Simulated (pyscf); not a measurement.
Single points on ωB97X-D3(BJ)/def2-SVP structures (PySCF, gas phase).

Q: How much does it cost (ΔH, 298 K, ωB97M-D3(BJ)/def2-TZVP) to split F–SiH₂–Si(F)(SiH₃)–SiH₃ (SMILES F[SiH2][Si](F)([SiH3])[SiH3]) at its Si–Si bond into F–SiH₂• + F–Si•(SiH₃)–SiH₃?

A: Si–Si to F–SiH₂• + F–Si•(SiH₃)–SiH₃: 304.0 kJ/mol. The 7 functionals that were run give +277.9 (PBE) to +322.3 kJ/mol (ωB97X-D3(BJ)). Other isomers of F–Si•(SiH₃)–SiH₃ were not searched in full and may lie lower.
